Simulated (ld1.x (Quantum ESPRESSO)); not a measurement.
## Before and after: PAW potential for boron (B)

ld1.x (Quantum ESPRESSO) 7.5 input, shortened:

```
&input
   title='B', zed=5., rel=0, dft='PBESOL', iswitch=3,
   config='[He] 2s2 2p1'
 /
 &inputp
   pseudotype=3, lpaw=.true., tm=.true., lloc=-2, rcloc=1.40,
   nlcc=.true., new_core_ps=.true., rcore=1.25,
   which_augfun='BESSEL', rmatch_augfun=1.20
 /
4
2S  1  0   2.00   0.00  1.15  1.45  0.0
2S  1  0   0.00   3.00  1.15  1.45  0.0
2P  2  1   1.00   0.00  2.05  2.15  0.0
2P  2  1   0.00   0.05  2.05  2.15  0.0
 &test
   configts(1)='2s2 2p1'
 /
```

All-electron outer shells of the reference configuration (PBEsol, non-relativistic, ld1.x):

```
shell  level (eV)  outermost node (bohr)  outermost maximum (bohr)
   2s       -9.36                   0.46                      1.52
   2p       -3.56                      –                      1.59
```

Change: waves 2p (bound): rcut 2.05, rcutus 2.36 bohr; 2p channel at 0.05 Ry: rcut 2.05, rcutus 2.36 bohr.

Cutoffs: the cutoffs (Ry, on a coarse ladder) from which the occupation-weighted sum of valence levels, in a spherical-Bessel basis at the reference potential, stays within 10 and 1 mRy of its value at 400 Ry; they do not see the model core or the augmentation charge, which bear on the density cutoff. Errors are all-electron minus pseudo energies relative to the spin-unpolarised reference configuration.

Task: Predict the effect on cutoff, ghosts and configuration errors.

Result: The potential gets neither clearly harder nor softer (12 Ry and 18 Ry → 12 Ry and 18 Ry); of the 7 tests that both files solve, the error grows in 2 and shrinks in 1 by more than 15 % and 0.3 meV (median size 0.5 → 0.1 meV); neither file shows a bound ghost.

| quantity | base | changed |
| --- | --- | --- |
| cutoff, loose | 12 Ry | 12 Ry |
| cutoff, tight | 18 Ry | 18 Ry |
| bound ghosts | none | none |
| error for 2s2 2p0, meV [ΔE 8.14 eV] | -0.1 | 0.0 |
| error for 2s1 2p0, meV [ΔE 33.40 eV] | -5.8 | -5.6 |
| error for 2s2 2p0.5, meV [ΔE 2.86 eV] | 0.0 | -0.1 |
| error for 2s1 2p2, meV [ΔE 5.81 eV] | -0.5 | +1.9 |
| error for 2s2 2p1.3, meV [ΔE -0.73 eV] | 0.0 | 0.0 |
| error for 2s0 2p3, meV [ΔE 11.64 eV] | -2.7 | +17 |
| error for 2s1 2p1, meV [ΔE 14.26 eV] | -2.6 | -0.1 |
| lowest overlap eigenvalue by channel | s 0.55, p 0.96 | s 0.55, p 0.92 |
